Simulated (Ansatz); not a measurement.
Input for Ansatz (an electronic-structure program): R-CAM-B3LYP/def2-TZVPPD on H2 (SMILES [H][H]). Files ending in .json are basis or fitting sets from the Basis Set Exchange.

Ansatz 0.2 input:
```yaml
crystal:
  periodic: [false, false, false]
  atoms:
    - {symbol: H, position_ang: [-0.47155420, -0.71689305, 3.41588380]}
    - {symbol: H, position_ang: [-0.27556438, -0.25743137, 2.86425653]}
basis:
  gaussian:
    orbitals: def2-TZVPPD.json
hamiltonian:
  xc: {name: CAM-B3LYP}
scf: {lower_state_search: off}
```

The head of its log:

```
WARN ansatz: RAYON_NUM_THREADS=2 ignored (pool sized by the plan → 2); use --threads N
Functional definition: CAM-B3LYP
these checks for a lower state are left out or cut short: stability, starts, cluster_reference, orbital_swaps, neighbouring_geometries, increment
integrals: 0.00 GiB planned
118 factors; their error is unknown
integrals: 0.03 GiB planned
52 factors; integrals over basis functions are off by at most 3.1e-5 eV
mean field: 0.05 GiB planned
mean field evaluation 1: about -31.8555 eV, gradient 3.5e0 eV
mean field evaluation 2: about -31.8835 eV, gradient 2.1e-1 eV
```

Q: Give the final energy of this run.

A: -1.1716 hartree.
